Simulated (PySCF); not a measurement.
## Nd(42+) (neodymium, charge +42) across methods

[Ar], closed-shell 1S. Calculation: PySCF 2.14, in an uncontracted even-tempered set (16 s from 8.4 bohr⁻², ratio 2.5; 10 p from 11 bohr⁻², ratio 2.5; 4 d from 48 bohr⁻², ratio 2.7; 4 f from 71 bohr⁻², ratio 2.7); no relativity, point nucleus.

| method | E (hartree) | mean ε 2p (eV) | mean ε 3s (eV) | mean ε 3p (eV) | Σ⟨r²⟩ (bohr²) | ⟨S²⟩ |
| --- | --- | --- | --- | --- | --- | --- |
| PBE | -7777.34 | -8551.2 | -3419.7 | -3300.7 | 0.6612 | 0.000 |
| LDA | -7770.86 | -8548.4 | -3416.6 | -3299.2 | 0.6617 | 0.000 |
| UHF | -7776.90882 | -8690.6 | -3485.8 | -3345.3 | 0.6619 | 0.000 |
| r2SCAN | -7777.77 | -8569.4 | -3428.5 | -3304.6 | 0.6616 | 0.000 |
| PBE0 | -7777.45 | -8586.4 | -3436.8 | -3312.4 | 0.6613 | 0.000 |
| M06 | -7777.71 | -8592.8 | -3439.4 | -3313.6 | 0.6612 | 0.000 |

Problem. Estimate the same row for PW91.

Solution. E (hartree) = -7778.05; mean ε 2p (eV) = -8552.5; mean ε 3s (eV) = -3419.9; mean ε 3p (eV) = -3301.1; Σ⟨r²⟩ (bohr²) = 0.6611; ⟨S²⟩ = 0.000.

A non-relativistic calculation at this Z misses sizeable relativistic shifts. Spin-orbit coupling, which splits the p, d and f shells strongly at this Z, is absent.
